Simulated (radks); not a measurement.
The numbers below are computed, except where a source is named.
Question: Radial electron density D(r) = 4 pi r^2 rho(r) of an atom or ion with 63 electrons. Code: a radial shooting solver on a logarithmic mesh with Libxc functionals. Model: scalar-relativistic Kohn-Sham, SCAN, spin-polarised, spherical densities, finite nucleus; meta-GGA in the generalised Kohn-Sham scheme; Fermi nuclear charge, rms radius of each element as measured or else 0.836 A^(1/3) + 0.57 fm.

```
   r/bohr * D(r) (the largest magnitude, 124, reaches the edge; | marks zero)
 0.003006 |            *
 0.003444 |              *
 0.003977 |                 *
 0.004557 |                    *
 0.005263 |                       *
 0.006078 |                           *
 0.006963 |                              *
 0.008042 |                                  *
 0.009287 |                                     *
  0.01064 |                                       *
  0.01229 |                                        *
  0.01419 |                                        *
  0.01626 |                                        *
  0.01878 |                                      *
  0.02169 |                                     *
  0.02484 |                                    *
  0.02869 |                                    *
  0.03314 |                                      *
  0.03796 |                                          *
  0.04384 |                                               *
  0.05063 |                                                   *
  0.05801 |                                                      *
    0.067 |                                                      *
  0.07676 |                                                   *
  0.08864 |                                              *
   0.1024 |                                          *
   0.1173 |                                         *
   0.1355 |                                            *
   0.1564 |                                                *
   0.1792 |                                                *
    0.207 |                                            *
    0.239 |                                   *
   0.2739 |                           *
   0.3163 |                      *
   0.3653 |                       *
   0.4185 |                          *
   0.4833 |                           *
   0.5582 |                        *
   0.6395 |                  *
   0.7385 |             *
   0.8529 |        *
   0.9771 |      *
    1.128 |    *
    1.293 |   *
    1.493 | *
    1.724 |*
    1.976 |*
    2.282 *
    2.635 *
    3.019 *
    3.486 *
    4.026 *
```

What is the nuclear charge?

Answer: Z = 69. The innermost maximum, from 1s, lies near gamma/Z bohr with gamma = sqrt(1 - (Z/c)^2) = 0.864, here 0.0125 bohr (found: 0.0136), and its height grows with Z. The density is that of the thulium ion Tm6+ in [Kr] 4d10 4f11 5s2 5p4; the configuration itself is not fixed sharply by these data, and Z only to a few units. D(r) has 4 maxima, at r = 0.0136, 0.0618, 0.172, 0.464 bohr, and minima at 0.0263, 0.112, 0.329 bohr, inside which lie 1.92, 11.08, 29.59 electrons.
